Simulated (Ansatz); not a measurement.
Reaction (ligand exchange at the Si–Br bond): `F[Si](F)(F)Br` + NH₃ → `N[Si](F)(F)F` + HBr

Computed with Ansatz on PBE0-D4/def2-TZVP structures; ΔE is electronic, products minus reactants. CBS: MP2 limit from def2 TZ/QZ plus the TZ coupled-cluster correction, frozen cores. This one scheme is used for every species. DFT in def2-TZVPP. HSE06 is defined as in plane-wave codes. For Br outer-core shells are correlated without core-valence functions, which leaves a few kJ/mol of doubt a bond. Scalar relativity is left out up to krypton. Each species was taken in one conformer, which may not be the lowest.

`F[Si](F)(F)Br`:

Z-matrix (Å, degrees):
```
Si
F 1 1.568
F 1 1.567 2 108.4
Br 1 2.162 2 110.6 3 -121.3
F 1 1.567 2 108.3 3 117.4
```

NH₃:

Cartesian coordinates in Å:
```
N 0.025 -0.048 0.277
H -0.932 0.156 0.014
H 0.588 0.739 -0.020
H 0.319 -0.847 -0.270
```

`N[Si](F)(F)F`:

```xyz
7

N     0.937    0.326    0.350
Si   -0.564   -0.212   -0.153
F    -0.922    0.061   -1.666
F    -1.689    0.501    0.686
F    -0.653   -1.773    0.032
H     1.111    1.287    0.585
H     1.780   -0.191    0.167
```

HBr:

Z-matrix (Å, degrees):
```
Br
H 1 1.420
```

```json
{"level": "r2SCAN0-D4", "ΔE (kJ/mol)": "8.5", "difference from CCSD(T)/CBS": "-2.3"}
{"level": "ωB97X-V", "ΔE (kJ/mol)": "8.4", "difference from CCSD(T)/CBS": "-2.4"}
{"level": "revPBE", "ΔE (kJ/mol)": "17.8", "difference from CCSD(T)/CBS": "7.0"}
{"level": "HSE06", "ΔE (kJ/mol)": "11.3", "difference from CCSD(T)/CBS": "0.5"}
{"level": "HF/def2-TZVPP", "ΔE (kJ/mol)": "-0.9", "difference from CCSD(T)/CBS": "-11.7"}
{"level": "MP2/def2-TZVPP", "ΔE (kJ/mol)": "10.3", "difference from CCSD(T)/CBS": "-0.5"}
{"level": "CCSD/def2-TZVPP", "ΔE (kJ/mol)": "3.7", "difference from CCSD(T)/CBS": "-7.1"}
{"level": "MP2/def2-QZVPP", "ΔE (kJ/mol)": "13.2", "difference from CCSD(T)/CBS": "2.4"}
{"level": "HF/CBS(def2)", "ΔE (kJ/mol)": "-0.7", "difference from CCSD(T)/CBS": "-11.5"}
{"level": "MP2/CBS(def2)", "ΔE (kJ/mol)": "15.2", "difference from CCSD(T)/CBS": "4.4"}
{"level": "CCSD(T)/CBS", "ΔE (kJ/mol)": "10.8", "difference from CCSD(T)/CBS": "0"}
```

Largest T1 diagnostic among the species: 0.011.

From PBE to PBE0 (25 % exact exchange), in def2-TZVPP and without D4, ΔE moves by −3.8 kJ/mol. Leaving LDA and LC-ωPBE aside and taking each functional with its dispersion term where it has one, the values, not all of them listed here, spread over 15.0 kJ/mol, from CAM-B3LYP-D4 to revPBE-D4. LDA lies −10.6 kJ/mol from PBE without D4.
